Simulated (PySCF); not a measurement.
[(OH)3Si]2S.
Geometry (PBE0-D3(BJ)/def2-SVP, Å), atoms numbered from 1 in this order:
```
atom  x, y, z in Å
Si1   -1.2219   -1.1772   -0.3228
O2     0.0865   -2.1155   -0.0250
O3    -1.3117   -0.5746   -1.8491
O4    -2.5760   -2.0551   -0.0476
S5    -1.1733    0.4952    1.0825
Si6    0.7777    1.0714    0.5545
O7     1.9302   -0.0729    0.9233
O8     1.2287    2.4559    1.3173
O9     0.8297    1.1453   -1.1084
H10    0.8534   -1.6823    0.3793
H11   -0.6695    0.1383   -1.9913
H12   -3.3091   -1.8477   -0.6350
H13    2.2541   -0.0645    1.8306
H14    0.5557    3.1348    1.4255
H15    1.7127    1.0728   -1.4900
```

The closed-shell ground state was solved at several levels (PySCF, density fitting, gas phase, non-relativistic).

```tsv
level	basis functions	total energy (Eh)	HOMO (eV)	LUMO (eV)	gap (eV)	dipole (D)
wB97X-D/pcSseg-1	204	-1432.2672	-9.69	1.79	11.48	3.95
PBE0/pcSseg-1	204	-1431.5695	-7.80	0.00	7.80	3.90
```

Estimate the row for wB97X-D/def2-SVPD, a basis of 261 functions; the other rows only guide the guess.

Total energy -1431.7432 Eh, HOMO -9.66 eV, LUMO 0.93 eV, gap 10.59 eV, dipole 3.74 D.

Over all these levels, which gives the widest orbital gap and which the narrowest?

wB97X-D/pcSseg-1 (range-separated hybrid) has the widest, 11.48 eV, and PBE0/pcSseg-1 (global hybrid, 25 % exact exchange) the narrowest, 7.80 eV. The two share the basis. From the narrowest to the widest the HOMO moves by -1.89 eV and the LUMO by +1.79 eV.

How far do the dipole and the HOMO energy spread over the levels?

The dipole runs from 3.74 to 3.95 D (mean 3.86 D) and the HOMO from -9.69 to -7.80 eV.

One conformer stands for the species.

The pairwise dispersion term of wB97X-D wasn't added to the energies; at a given geometry it leaves orbitals and properties as they are.
